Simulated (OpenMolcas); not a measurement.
**Si: effect of the active space**

```
Program             : OpenMolcas 26.06
Method              : SS-CASPT2, IPEA 0.25 Eh, imaginary shift 0.1 Eh
Basis               : ANO-RCC-VDZP
Scalar Hamiltonian  : DKH2, point nucleus
Spin-orbit coupling : state interaction with AMFI integrals over the reference wave functions, term energies averaged over their components
```

A. 2 electrons in 3 orbitals (3p); 2S+1 = 3 even, 3 roots; 2S+1 = 1 even, 6 roots; closed shells correlated: 2s 2p 3s; CASPT2 step of the order of 1.2 core-seconds
B. 4 electrons in 4 orbitals (3s 3p); 2S+1 = 3 even, 3 roots; 2S+1 = 1 even, 6 roots; 2S+1 = 5 odd, 1 root; 2S+1 = 3 odd, 8 roots; closed shells correlated: 2s 2p; CASPT2 step roughly 2.2 core-seconds

Energies in cm-1 above 3s2 3p2 3P0, the measured ground level; measured values from NIST Handbook of Basic Atomic Spectroscopic Data.

```tsv
Level	A	B	Measured
3s2 3p2 3P0	0.0	0.0	0.0
3s2 3p2 3P1	66.3	66.0	77.1
3s2 3p2 3P2	194	192	223
3s2 3p2 1D2	7570	7200	6299
3s2 3p2 1S0	17390	15450	15394
```

Deviations, from unrounded energies. A percentage is the sum of absolute deviations over the sum of measured energies, with the sign that they share, or ± where signs differ.

| Against measurement | Levels | A | B |
| --- | --- | --- | --- |
| mean absolute deviation (cm-1) | 4 | 830 | 250 |
| fine structure of the ground term (%) | 2 | -13.3 | -13.9 |
| other terms of the ground configuration (%) | 2 | +15.1 | +4.4 |

B lies closest to measurement on these levels. The largest miss of B in the table is 3s2 3p2 1D2, by +900 cm-1. The ranking rests on the paired levels alone, and a cruder setting can come out closer through cancelling errors.

Between A and B the level of the table that moves most is 3s2 3p2 1S0, by 1900 cm-1 (lowest in B, highest in A). Moves below CASPT2's spread within the term are not significant.

Term energies are means over components that CASPT2 splits; among the terms shown or strongly mixed into the levels shown the widest spread is 110 cm-1 (3s2 3p2 1D, A). Over all roots computed the reference weight is 0.92 to 0.98 in B; the roots of lowest weight are the least certain, and an intruder state may touch them. With the s shell closed, the reference lacks s² → p² mixing (holds for A). Some terms miss by over 15 % even with CASPT2, which points to a basis or an active space too small for the shells correlated (holds for A). Computed and measured levels are paired by configuration, term and J; levels that our copy of the source lacks, or whose pairing is in doubt (as where it misses far off the trend of its configuration), stay unpaired and out of the deviations. Levels of configurations outside the active space are missing. The table leaves out levels that lie high or whose names do not pair safely across all columns.
